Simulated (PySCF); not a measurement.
A structure optimised at B3LYP-D3(BJ)/def2-SVP, used in a PySCF frequency run:

```xyz
5

B      0.4563     1.0129     0.0000
Cl    -0.7877     2.2730     0.0000
I     -0.0927    -1.0655     0.0000
O      1.7602     1.3131     0.0000
H      1.9430     2.2643     0.0000
```
Charge 0, spin multiplicity 1.

Question: Write its SMILES, formula and point group.

Answer: OB(Cl)I, BClHIO, Cs

Question: What are its rotational constants (standard atomic weights)?

Answer: 6.4368, 1.3697, 1.1294 GHz
